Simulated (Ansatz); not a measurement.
CdBr2. Total charge 0; singlet. Geometry B3LYP-D4/def2-TZVP; atoms count from 1.

```xyz
3

Cd   -0.001    0.001    0.001
Br    1.442    1.812   -0.719
Br   -1.441   -1.813    0.718
```

In the def2 sets Cd takes a core potential; there is no spin–orbit coupling. The structure comes from a short search, and lower isomers may exist.

(1) Estimate the Mulliken populations from the PBE0/def2-TZVP orbitals of Ansatz.

(2) And the Mayer bond orders between bonded heavy atoms (over 0.3)?

## Answers

(1) 
```csv
atom,charge (e),d electrons
Cd1,0.75,10.00
Br2,-0.37,–
Br3,-0.37,–
```
Mulliken values and Mayer orders depend strongly on the basis.

(2) Cd1–Br2 0.94 (2.42 Å); Cd1–Br3 0.94 (2.42 Å).
